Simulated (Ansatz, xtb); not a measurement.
**Relative energy of two conformers of H7PSSi2**

Structure I: `[SiH3]S[SiH2]P`, a singlet. Structure II: `[SiH3]S[SiH2]P`, a singlet. Both are isolated molecules in the gas phase, relaxed with r2SCAN-D4/def2-SVP.

I (Å):

```xyz
11

P     1.9713    1.4134   -0.2142
S    -1.1063   -0.5230    0.8042
Si    1.0469   -0.3463    0.8743
Si   -1.4060   -0.6378   -1.3263
H    -2.7670   -1.2074   -1.5244
H     0.9207    2.3134    0.1451
H     1.6878   -1.5780    0.3229
H     1.3652   -0.2160    2.3237
H     1.3791    1.0755   -1.4712
H    -0.3776   -1.5231   -1.9513
H    -1.3329    0.7070   -1.9694
```

II (Å):

```xyz
11

P    -2.5357    1.8256    1.7641
S    -1.5148   -0.5263   -0.7940
Si   -0.3878   -1.2232    0.9124
Si   -1.6579    1.5690   -0.3122
H     0.2563   -2.4961    0.4849
H    -1.2675   -1.4815    2.0878
H     0.6507   -0.2183    1.2875
H    -0.3084    2.2107   -0.2997
H    -2.4806    2.1622   -1.4057
H    -3.8592    1.5029    1.3325
H    -2.7193    3.2352    1.5974
```

Estimate which is lower in electronic energy at CCSD(T)/def2-SVP + ΔMP2/def2-TZVPP, and by roughly how much.

Too close to call at this level: CCSD(T)/def2-SVP + ΔMP2/def2-TZVPP gives E(II) − E(I) = +0.94 kJ/mol.

Level by level:

```json
{"level": "r2SCAN-D4/def2-SVP", "geometry": "r2SCAN-D4/def2-SVP", "E(II) − E(I) (kJ/mol)": "+2.27", "departure from the last row (kJ/mol)": "+1.33", "job, with rough time for the two": "optimisation, 83 s"}
{"level": "HF/def2-SVP", "geometry": "r2SCAN-D4/def2-SVP", "E(II) − E(I) (kJ/mol)": "−0.15", "departure from the last row (kJ/mol)": "−1.10", "job, with rough time for the two": "part of the CCSD(T) run"}
{"level": "MP2/def2-SVP", "geometry": "r2SCAN-D4/def2-SVP", "E(II) − E(I) (kJ/mol)": "+1.57", "departure from the last row (kJ/mol)": "+0.62", "job, with rough time for the two": "part of the CCSD(T) run"}
{"level": "CCSD(T)/def2-SVP", "geometry": "r2SCAN-D4/def2-SVP", "E(II) − E(I) (kJ/mol)": "+1.68", "departure from the last row (kJ/mol)": "+0.73", "job, with rough time for the two": "single point"}
{"level": "CCSD(T)/def2-SVP + ΔMP2/def2-TZVPP", "geometry": "r2SCAN-D4/def2-SVP", "E(II) − E(I) (kJ/mol)": "+0.94", "departure from the last row (kJ/mol)": "", "job, with rough time for the two": "single point, 26 s"}
```

The largest departure from CCSD(T)/def2-SVP + ΔMP2/def2-TZVPP is that of r2SCAN-D4/def2-SVP, 1.33 kJ/mol. Levels run at GFN2-xTB geometries aren't shown. The last row adds to CCSD(T) the change of the MP2 difference between the two basis sets, here −0.73 kJ/mol.

With harmonic frequencies from r2SCAN-D4/def2-SVP (ideal gas, rigid rotor, one conformer each, 298.15 K, 1 atm): on the last row, ΔE + ΔZPE = +0.58 kJ/mol. A mode under 50 cm⁻¹ makes harmonic enthalpies and free energies unreliable, so none is given.

The correlated steps freeze 20 core orbitals. Codes used: Ansatz 0.2.0; the last row on 2 threads of Arm Neoverse V2 on a shared host.
